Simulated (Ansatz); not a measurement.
Cost and result for the atomization energy of `[BH2][Zn][SiH3]` (8 atoms, 7 bonds).

The species carries charge 0 and has multiplicity 1. For Zn the d shell is correlated and the shells below it are frozen. Scalar relativity is left out up to krypton. The geometry is a stationary point of PBE0-D4/def2-TZVP. Program: Ansatz. All runs use 2 threads of an Arm Neoverse V1 on a shared host. Times are those of one run each, without the atoms' runs, and a repeat can differ threefold. Electronic energies, without spin–orbit coupling; frozen cores. CCSD(T)/CBS adds CCSD(T) − MP2 in def2-TZVPP to the MP2 limit, and its time is that of the two runs behind it. T1 = 0.014. With those shells the extrapolation isn't a true limit. B3LYP takes the VWN-RPA correlation (the form of Gaussian; ORCA's B3LYP/G). HSE06 is the plane-wave form, built on full-range PBE exchange.

CCSD(T)/CBS is a level of theory with its own doubt, some kJ/mol a heavy atom from the limit and from the frozen cores, so smaller differences don't rank the functionals.

```csv
level,functions,wall time,atomization (kcal/mol),difference from CCSD(T)/CBS,per bond
LDA (SPW92)/def2-TZVPP,207,1.4 s,537.2,53.5,7.6
revPBE-D4/def2-TZVPP,207,2.4 s,474.0,-9.7,-1.4
BLYP-D4/def2-TZVPP,207,2.8 s,476.5,-7.2,-1.0
PBE-D4/def2-TZVPP (with forces),207,3 s,481.7,-2.0,-0.3
CCSD(T)/def2-SVP,88,3.1 s,458.4,-25.3,-3.6
HSE06-D4/def2-TZVPP,207,4.2 s,482.9,-0.8,-0.1
BHLYP-D4/def2-TZVPP,207,4.3 s,482.1,-1.6,-0.2
B3LYP-D4/def2-TZVPP (with forces),207,6 s,484.6,0.9,0.1
B2PLYP/def2-TZVPP,207,6 s,478.8,-4.9,-0.7
PBE-QIDH/def2-TZVPP,207,6.5 s,483.3,-0.4,-0.1
MP2/def2-QZVPP,377,22 s,477.7,-6.0,-0.8
CCSD(T)/def2-TZVPP,207,73 s,473.0,-10.7,-1.5
CCSD(T)/CBS(def2),–,95 s,483.7,0.0,0.0
```

From BLYP to BHLYP (50 % exact exchange), in def2-TZVPP and without D4, the atomization energy moves by +7.8 kcal/mol. The D4 term adds +4.6 kcal/mol with B3LYP and +2.4 kcal/mol with PBE0; it sums over pairs of atoms, weighted by their polarisabilities, and B3LYP, whose exchange is more repulsive, gets the larger term. In def2-TZVPP, CCSD(T) changes the Hartree–Fock value by +96.6 kcal/mol (the triples alone add +3.7 kcal/mol) and MP2 by +94.9 kcal/mol; breaking electron pairs costs correlation energy, which Hartree–Fock lacks.
